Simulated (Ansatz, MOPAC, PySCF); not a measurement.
Dissociation curve of NH (cation, charge +1), lowest doublet found (which spin is the ground state isn't settled by this scan).

- FCI = full CI/aug-cc-pVTZ, frozen core run with Ansatz (a quantum-chemistry and plane-wave program)
- AM1, unrestricted, heats of formation (MOPAC)
- PM3, unrestricted, heats of formation (MOPAC)
- UHF/LANL2DZ = PySCF 2.14.0 with unrestricted Hartree-Fock/LANL2DZ

Minimum and curvature come from a quartic fit to the scan points round the minimum, the wavenumber from the most abundant isotopes. The energy at the longest distance isn't given for restricted levels, nor where a curve turns over.

```csv
method,R at the minimum / Å,force constant / mdyn Å⁻¹,E(3.46 Å) − E(min) / mEh,harmonic wavenumber / cm⁻¹
FCI,1.072,5.09,164.5,3030
AM1,1.011,5.74,163.9,3220
PM3,0.964,6.96,192.0,3540
UHF/LANL2DZ,1.057,5.81,108.5,3240
```

The unrestricted determinant behind UHF/LANL2DZ is spin-contaminated at 0.74 to 3.46 Å (<S²> up to 1.8, against 0.75 for a pure doublet).
